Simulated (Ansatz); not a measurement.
Program: Ansatz. Geometries: PBE0-D4/def2-TZVP. ΔE: electronic, gas phase. CCSD(T)/CBS is the MP2 limit (def2-TZVPP, def2-QZVPP) plus CCSD(T) − MP2 in def2-TZVPP, frozen cores. This one scheme is used for every species. Functionals use def2-TZVPP. One conformer a species, not always the lowest.

`C=C[SiH](O)O[SiH2]O` + H₂ → `C=C[SiH2]O` + `O[SiH2]O`  (hydrogenolysis of the Si–O bond)

| species | ωB97X-V energy (Eh) |
| --- | --- |
| `C=C[SiH](O)O[SiH2]O` | -885.83088 |
| H₂ | -1.17262 |
| `C=C[SiH2]O` | -444.53715 |
| `O[SiH2]O` | -442.42293 |

(1) Work out ΔE.

Largest T1 diagnostic among the species: 0.012.

## Answers

(1) ΔE = (-444.53715) + (-442.42293) − (-885.83088) − (-1.17262) = 0.04342 Eh = +114.0 kJ/mol. CCSD(T)/CBS gives +117.4 kJ/mol.

The D4 term adds +18.1 kJ/mol with B3LYP and +10.5 kJ/mol with PBE0; it sums over pairs of atoms, weighted by their polarisabilities, and B3LYP, whose exchange is more repulsive, gets the larger term. From PBE to PBE0 (25 % exact exchange), in def2-TZVPP and without D4, ΔE moves by +3.9 kJ/mol. In def2-TZVPP, CCSD(T) changes the Hartree–Fock value by +10.3 kJ/mol (the triples alone add +3.0 kJ/mol) and MP2 by +15.4 kJ/mol.

B3LYP here is the variant with VWN-RPA as its local correlation; programs differ in this.
